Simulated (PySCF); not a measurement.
**CsSb and its ions**

UHF-CCSD(T); PySCF, scalar-relativistic core potentials, basis sets Cs def2-SVP with ECP46, Sb def2-SVP with ECP28. Neutral (UHF): triplet (π ↑↑), Re = 3.733 Å, ωe = 88.2 cm⁻¹, De = 0.65 eV.

CsSb⁺ (UHF): quartet (σ ↑, π ↑↑), Re = 4.323 Å, ωe = 32.7 cm⁻¹, De = 0.11 eV to Cs⁺ + Sb. The energies at the minima are -259.27625 hartree for CsSb and -259.11790 for CsSb⁺.

(1) Work out the adiabatic ionisation energy, without and with harmonic zero-point energies (1 hartree = 27.2114 eV, 1 eV = 8065.5 cm⁻¹), and the change of the bond length.

Correlated steps freeze 4 core orbitals. Weak bonds: CsSb⁺. Basis-set superposition, not corrected here, can be much of De in a small basis, most of all at correlated wavefunction levels. These are scalar-relativistic numbers at best; spin–orbit coupling would shift them, the dissociation energy most. For an ion De counts to the pair picked by the measured ionisation energies or electron affinities, which need not be the lowest pair at this level. States were picked by a PBE0 search and need not be the measured ground states.

Results:

(1) At UHF-CCSD(T): 0.15835 hartree = 4.309 eV between the minima; the zero-point term (32.7 − 88.2)/2 cm⁻¹ = -0.003 eV makes it 4.305 eV. Re changes by +59.0 pm against the neutral. The electron leaves a σ orbital, and the ion is left as a loose complex of an ion and an atom.
